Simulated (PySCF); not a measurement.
A structure optimised at PBE-D3(BJ)/def2-TZVP, used in a PySCF frequency run:

```xyz
5

N      0.6630    -0.3551     0.0903
N     -0.5581     0.1881    -0.1209
H      1.3308     0.4278     0.0090
H     -0.7395     1.1743     0.0806
H     -1.3254    -0.4329     0.1243
```
Charge 0, spin multiplicity 2.

Problem. Write its SMILES and formula.

Solution. [NH]N, H3N2

Problem. What are its rotational constants (standard atomic weights)?

Solution. 201.39, 30.510, 26.902 GHz
